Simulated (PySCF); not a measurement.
H₁₁NSi₄, SMILES N[Si]([SiH3])([SiH3])[SiH3].

Geometry: r2SCAN-D4/def2-SVP. Other conformers were not sampled.

Two levels are set side by side: PBE/def2-TZVP (PySCF) and M06-2X/def2-TZVP (PySCF). Same geometry, gas phase. Differences are taken from unrounded values.

```csv
quantity,M06-2X,PBE,PBE minus M06-2X
orbital gap (eV),8.01,4.22,-3.79
highest occupied level (eV),-8.00,-5.80,2.20
lowest empty level (eV),0.01,-1.58,-1.59
dipole moment (D),1.34,1.47,0.14
mean polarisability (bohr³),127.7,134.2,6.5
```

Without exact exchange PBE keeps part of each electron's self-repulsion, which lifts occupied levels and narrows the gap. PBE's more diffuse valence density responds more strongly to a field. Differences between two approximate levels are no errors against the true value.

Rough cost on one machine, each run with all the roots and properties that it gave: M06-2X against PBE about 3 times.
